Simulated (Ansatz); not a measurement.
Stepwise reaction of `BF` with ammonia, as a gas-phase model of exchange steps in deposition or etching. ΔE in kJ/mol; ΔG adds harmonic PBE0-D4 terms to CCSD(T)/CBS, at 1 bar.

Program: Ansatz. Geometries: PBE0-D4/def2-TZVP. ΔE: electronic, gas phase. CBS: MP2 limit from def2 TZ/QZ plus the TZ coupled-cluster correction, frozen cores. This one scheme is used for every species. Functionals use def2-TZVPP. B3LYP here is the variant with VWN-RPA as its local correlation; programs differ in this. Each species was taken in one conformer, which may not be the lowest.

```
step                     reaction  PBE-D4  B3LYP-D4  ωB97M-V  CCSD(T)/CBS  ΔG(600 K)
   1      `BF` + NH₃ → `NBF` + H₂  -123.0    -120.0   -119.7       -115.2     -111.2
   2  `NBF` + NH₃ → `NB(N)F` + H₂   -63.7     -65.5    -66.0        -63.7      -61.6
```

Task: By hand: ΔE of the 2 steps together at CCSD(T)/CBS.

Result: (-115.2) + (-63.7) = -178.9 kJ/mol, or -89.5 kJ/mol a step.

In ΔE each step is higher than the one before. All are downhill at CCSD(T)/CBS. ΔG lies between -111.2 and -61.6 kJ/mol a step. PBE-D4 differs from CCSD(T)/CBS by -7.8 to 0.0 kJ/mol a step. Isolated molecules leave out the surface, adducts and barriers. Largest T1 diagnostic: 0.013.
